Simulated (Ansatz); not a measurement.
**Energy profile**

The step: CH₆SSi ([CH3][SiH2][SH]) → CH₄SSi ([CH3][SiH][S]) + H₂; bonds formed: H2–H4; bonds broken: Si1–H2, S3–H4 (atoms numbered as in the saddle structure below).

| atom | x (Å) | y (Å) | z (Å) |
| --- | --- | --- | --- |
| Si1 | -0.5852 | -0.3361 | -0.1851 |
| H2 | -0.0645 | -1.3090 | 1.1191 |
| S3 | -0.3527 | -1.8005 | -1.5569 |
| H4 | -0.0484 | -1.8327 | 0.2984 |
| H5 | -1.9166 | -0.0232 | 0.3969 |
| C6 | 0.5713 | 1.0997 | -0.0239 |
| H7 | 0.3279 | 1.8130 | -0.8190 |
| H8 | 0.4634 | 1.6066 | 0.9373 |
| H9 | 1.6050 | 0.7822 | -0.1667 |

Electronic energies by CCSD(T) at an estimated basis limit (MP2 extrapolated from triple and quadruple zeta, plus CCSD(T) − MP2 in triple zeta), on PBE0-D4/def2-TZVP structures; CH$_{6}$SSi, closed shell; no counterpoise correction. Computed with Ansatz 0.2.0 (basis: def2-TZVPP and def2-QZVPP); correlated methods freeze the cores. Extrapolation: Hartree–Fock as exp(−7.88 √X), correlation as X^−2.97.

(1) Give the profile in kcal/mol, counted from the start structure. (An estimate is asked for; the value comes from the calculation.)

The T1 diagnostic stays at or below 0.017.

Results:

(1) Computed:
```json
{"point": "start structure", "kcal/mol": "0.00"}
{"point": "saddle", "kcal/mol": "51.13"}
{"point": "end structure", "kcal/mol": "28.82"}
{"point": "separated: CH$_{4}$SSi (linked as [CH3][SiH][S]; Si1, S3, H5, C6, H7, H8, H9; singlet) + H$_{2}$ (H2, H4; singlet)", "kcal/mol": "29.52"}
```

For scale, one of the runs: CCSD(T)/def2-TZVPP, 199 basis functions, launched by `ansatz run in.yaml --threads 2 --pin off --events-out ev --progress --plain --max-ram 4352MiB`. The run took 47 s on 2 CPU threads of an Arm Neoverse V2 (shared host), with 2.2 GiB of host memory at its peak.
